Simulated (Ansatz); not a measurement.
Consider the redistribution: `CB([SiH3])CF` + `B[SiH2][InH2]` → `B[SiH2]B(C)[SiH3]` + `F[CH2][InH2]`.

Calculated with Ansatz (gas phase, PBE0-D4/def2-TZVP geometries, no zero-point term in ΔE). CCSD(T)/CBS adds triple-zeta CCSD(T) − MP2 to the extrapolated MP2 energy (def2 sets, frozen cores). Functionals use def2-TZVPP. Elements past krypton have def2 core potentials. For In outer-core shells are correlated without core-valence functions, which leaves a few kJ/mol of doubt a bond. Each species was taken in one conformer, which may not be the lowest.

`CB([SiH3])CF`:

```xyz
13

C     1.474    0.654    0.478
B     0.159    0.016   -0.070
Si   -1.562   -0.022    0.998
C     0.183   -0.612   -1.495
F    -1.015   -1.166   -1.929
H     1.754    0.166    1.420
H     1.292    1.699    0.757
H     2.332    0.619   -0.199
H    -2.018   -1.427    1.199
H    -2.635    0.711    0.269
H    -1.408    0.607    2.341
H     0.956   -1.395   -1.541
H     0.489    0.150   -2.228
```

`B[SiH2][InH2]`:

```xyz
9

B     0.118   -0.905    0.987
Si   -0.690   -1.057   -0.710
In    0.440    1.359   -0.096
H     1.277   -1.178    1.127
H    -0.526   -0.532    1.927
H    -2.091   -0.666   -1.018
H     0.026   -1.423   -1.960
H     1.297    2.052    1.225
H     0.150    2.350   -1.482
```

`B[SiH2]B(C)[SiH3]`:

Z-matrix (Å, degrees):
```
Si
B 1 2.028
B 1 1.996 2 99.3
H 1 1.492 2 110.3 3 118.4
H 1 1.490 2 111.8 3 -119.7
Si 2 2.015 1 117.0 3 101.1
C 2 1.554 1 120.6 3 -75.3
H 3 1.196 1 120.4 2 87.9
H 3 1.196 1 121.4 2 -85.9
H 6 1.494 2 106.6 1 78.9
H 6 1.492 2 114.4 1 -162.1
H 6 1.490 2 112.0 1 -38.2
H 7 1.106 2 103.2 1 92.9
H 7 1.093 2 114.8 1 -153.5
H 7 1.092 2 116.2 1 -23.0
```

`F[CH2][InH2]`:

```xyz
7

F    -0.739    1.190   -1.380
C     0.329    0.638   -0.681
In   -0.333   -0.779    0.838
H     0.896    1.457   -0.226
H     0.990    0.149   -1.404
H    -2.012   -1.100    1.043
H     0.869   -1.554    1.810
```

| level | ΔE (kJ/mol) |
| --- | --- |
| ωB97M-V | 113.3 |
| MP2/def2-QZVPP | 120.3 |

What does CCSD(T)/CBS give? (An estimate is asked.)

The calculation gave: +110.4 kJ/mol. The listed levels differ from it by 2.9, 9.9 kJ/mol.

Largest T1 diagnostic among the species: 0.015.

In def2-TZVPP, CCSD(T) changes the Hartree–Fock value by +36.4 kJ/mol (the triples alone add +5.9 kJ/mol) and MP2 by +47.8 kJ/mol.
